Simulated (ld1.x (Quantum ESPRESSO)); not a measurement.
## What one change does to a pseudopotential (Cu, ultrasoft)

Cu, ultrasoft, made with ld1.x (Quantum ESPRESSO) 7.5 (PBE, scalar-relativistic). Core [Ar], reference 3d10 4s0 4p0 (charge +1). Waves: 4s (bound, empty): rcut 1.90, rcutus 2.45 bohr; 4s channel at 1.6 Ry: rcut 1.90, rcutus 2.45 bohr; 4p (bound, empty): rcut 2.80, rcutus 3.00 bohr; 4p channel at 2.95 Ry: rcut 2.80, rcutus 3.00 bohr; 3d (bound): rcut 0.95, rcutus 1.30 bohr; 3d channel at 3.45 Ry: rcut 0.95, rcutus 1.30 bohr. Local part: all-electron potential smoothed inside 2.80 bohr (lloc = -2). Core correction: Bessel-smoothed model core inside 1.30 bohr. Augmentation charge: PSQ, inside the norm-conserving radii.

Change: type TM; waves now 4s (bound): rc 2.45 bohr; 3d (bound): rc 1.30 bohr; 4p (bound): rc 3.00 bohr; local potential the p channel.

Cutoffs: the cutoffs (Ry, on a coarse ladder) from which the occupation-weighted sum of valence levels, in a spherical-Bessel basis at the reference potential, stays within 10 and 1 mRy of its value at 400 Ry; they do not see the model core or the augmentation charge, which bear on the density cutoff. Errors are all-electron minus pseudo energies relative to the spin-unpolarised reference configuration.

Predict the effect on cutoff, ghosts and configuration errors.

The potential gets harder (70 Ry and 120 Ry → 160 Ry and 300 Ry); of the 5 tests that both files solve, the error grows in 4 and shrinks in 0 by more than 15 % and 0.3 meV (median size 95.1 → 344.1 meV); the range in which the s phases agree narrows (upper end at the end of the scan → 1.0); the range in which the p phases agree narrows (upper end at the end of the scan → 1.5); neither file shows a bound ghost at the reference potential, the only one tested. Several settings change at once here, so the effects cannot be laid on one of them.

```csv
quantity,base,changed
"cutoff, loose",70 Ry,160 Ry
"cutoff, tight",120 Ry,300 Ry
bound ghosts,none,none
"tests counted (converged, no solver errors)",6 of 7,6 of 7
"error for 3d10 4s1 4p0, meV [ΔE -8.15 eV]",-13,-14
"error for 3d9 4s0 4p0, meV [ΔE 21.33 eV]",-95,-362
"error for 3d9 4s1 4p1, meV [ΔE -1.34 eV]",-120,-379
"error for 3d9 4s1 4p0, meV [ΔE 3.43 eV]",-109,-344
"error for 3d10 4s0 4p1, meV [ΔE -4.01 eV]",-2.8,-3.3
s: phases at 3.24 bohr within 0.05 rad from the reference energy up to (Ry; the scan ends near 5),to the end of the scan,1.0
p: phases at 3.24 bohr within 0.05 rad from the reference energy up to (Ry; the scan ends near 5),to the end of the scan,1.5
d: phases at 3.24 bohr within 0.05 rad from the reference energy up to (Ry; the scan ends near 5),0.3,-0.1
```

Base: Tests not counted: 3d8 4s0 4p0 (solver errors, printed error -922 eV). Changed file: Tests not counted: 3d10 4s0.5 4p0 (solver errors, printed error -4.0 meV).
